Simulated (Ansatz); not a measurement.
Species: trichloro(methyl)germane, CH₃Cl₃Ge, charge 0, multiplicity 1. SMILES: [CH3][Ge]([Cl])([Cl])[Cl]
Structure (B3LYP-D3(BJ)/def2-TZVP (Ansatz, a quantum-chemistry and plane-wave program) minimum search):
```
Ge
C 1 1.9387
H 2 1.0883 1 108.78
H 2 1.0883 3 110.15 1 119.14
H 2 1.0883 3 110.15 4 121.71
Cl 1 2.1538 2 111.25 3 -60.00
Cl 1 2.1538 2 111.25 3 -180.00
Cl 1 2.1538 2 111.25 3 60.00
```
Charge 0, spin multiplicity 1.

Quantity: vertical ionisation energy (to the doublet state of charge +1; each state is the SCF solution reached for its spin; the molecule has degenerate orbitals, so one determinant may break the symmetry), in eV. Cores are frozen in the correlated levels unless marked. Open shells are spin-unrestricted. No spin-orbit coupling. The frozen core is the preceding noble-gas configuration, with the filled d and f shells of earlier blocks. Non-relativistic. 

```
level                program  vertical ionisation energy (eV)
-------------------  -------  -------------------------------
HF/def2-TZVPPD        Ansatz                            11.20
HF/def2-QZVPPD        Ansatz                            10.88
SVWN5/def2-TZVPD      Ansatz                            10.68
PBE/def2-TZVPD        Ansatz                            10.52
r2SCAN/def2-TZVPD     Ansatz                            10.80
B3LYP/def2-TZVPD      Ansatz                            10.99
PBE0/def2-TZVPD       Ansatz                            11.09
BHLYP/def2-TZVPD      Ansatz                            11.43
MP2/def2-SVPD         Ansatz                            11.77
SCS-MP2/def2-SVPD     Ansatz                            11.78
SCS-MP2/def2-TZVPPD   Ansatz                            11.80
CCSD/def2-SVPD        Ansatz                            11.61
CCSD/def2-TZVPPD      Ansatz                            11.63
CCSD(T)/def2-SVPD     Ansatz                            11.48
```
